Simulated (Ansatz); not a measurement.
H₇N₄V (`[NH]=[V]([NH2])([NH2])[NH2]`), relaxed with RKS PBE-D4/def2-SVP in Ansatz 0.2.0 from a rough embedded geometry. The force threshold is 0.03 eV/Å; the program also tests the step.

The species carries charge 0 and has multiplicity 1.

Start:

```xyz
12

N    -1.594    0.911   -0.951
V    -0.134    0.165   -0.217
N     1.410    0.449   -1.490
N    -0.369   -1.896    0.074
N     0.292    1.070    1.588
H    -2.558    0.838   -0.427
H     1.781    1.406   -1.391
H     2.233   -0.216   -1.178
H    -1.185   -1.934    0.757
H    -0.806   -2.226   -0.827
H    -0.346    0.641    2.264
H     1.275    0.792    1.797
```

**Question.** By how much does the energy fall, and how many steps does the optimiser take? (An estimate is asked.)

**Answer.** The calculation gave: 236.82 kJ/mol, in 10 steps, 1 of them rejected.

**Question.** Which bonds change most? (An estimate is asked.)

**Answer.** Computed: V2–N4 from 2.095 to 1.871 Å; V2–N5 from 2.064 to 1.846 Å; V2–N3 from 2.021 to 1.845 Å; N1–V2 from 1.796 to 1.638 Å.

**Question.** Give the relaxed structure. (Estimate.)

**Answer.** Computed: 
```xyz
12

N    -1.397    1.018   -0.542
V    -0.117    0.125   -0.047
N     1.229    0.420   -1.274
N    -0.366   -1.729   -0.018
N     0.207    0.607    1.705
H    -2.357    1.176   -0.878
H     1.225    1.110   -2.030
H     2.174    0.044   -1.134
H    -0.966   -2.164    0.693
H    -0.444   -2.260   -0.893
H    -0.229    1.380    2.214
H     1.041    0.273    2.205
```
